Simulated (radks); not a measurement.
Hg, configuration [Kr] 4d10 4f14 5s2 5p5.5 5d10 6s2 5f0.5 (fractional occupations, a model configuration).

Calculated with a radial shooting solver on a logarithmic mesh with Libxc functionals: scalar-relativistic Kohn-Sham, PBEsol, spin-unpolarised, spherical densities, finite nucleus; Fermi nuclear charge, rms radius 5.4648 fm.

Energy parts (eV):
part                       energy
total                  -533651.76
kinetic                 598633.12
electron-nucleus      -1328757.68
Hartree                 206394.46
exchange-correlation     -9921.65

Orbitals (lengths in bohr, moments of r in powers of bohr; r(max) is where P^2 peaks):
| orbital | occ. | eigenvalue (eV) | r(max) | <r> | <r^2> |
|---|---|---|---|---|---|
| 1s | 2 | -83114.19 | 0.01023 | 0.01660 | 0.0003811 |
| 2s | 2 | -14737.93 | 0.05917 | 0.06995 | 0.005800 |
| 2p | 6 | -12716.31 | 0.04907 | 0.06329 | 0.004899 |
| 3s | 2 | -3502.589 | 0.1668 | 0.1807 | 0.03737 |
| 3p | 6 | -2918.180 | 0.1664 | 0.1822 | 0.03850 |
| 3d | 10 | -2301.680 | 0.1355 | 0.1650 | 0.03188 |
| 4s | 2 | -775.1696 | 0.3758 | 0.3994 | 0.1800 |
| 4p | 6 | -583.4551 | 0.3959 | 0.4256 | 0.2058 |
| 4d | 10 | -355.6059 | 0.4028 | 0.4490 | 0.2328 |
| 4f | 14 | -102.9231 | 0.3663 | 0.4821 | 0.2804 |
| 5s | 2 | -124.6417 | 0.8265 | 0.8994 | 0.9071 |
| 5p | 5.5 | -72.7772 | 0.9260 | 1.035 | 1.210 |
| 5d | 10 | -15.3778 | 1.153 | 1.453 | 2.495 |
| 5f | 0.5 | -0.2778 | 27.29 | 27.30 | 792.0 |
| 6s | 2 | -10.7854 | 2.138 | 2.532 | 7.296 |

The highest occupied level is 5f at -0.278 eV. The electron density at the nucleus is 2.497e+06 e/bohr^3 (large components only).

Empty levels of this run are not shown, since the potential may be unsettled where no density lies.
